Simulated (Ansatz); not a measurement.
`O/C=[N]/[GaH2]`, charge 0, multiplicity 1.

Q: Give a relaxed structure at PBE0-D4/def2-TZVP (the Gaussian-basis code of Ansatz). (Best estimate.)

A: Computed: 
Z-matrix (Å, degrees):
```
C
N 1 1.243
O 1 1.348 2 124.4
H 1 1.095 2 126.9 3 180.0
Ga 2 1.814 1 149.1 3 179.8
H 3 0.968 1 106.6 2 0.0
H 5 1.560 2 116.6 1 -93.1
H 5 1.560 2 116.6 1 93.8
```
Point group Cs.
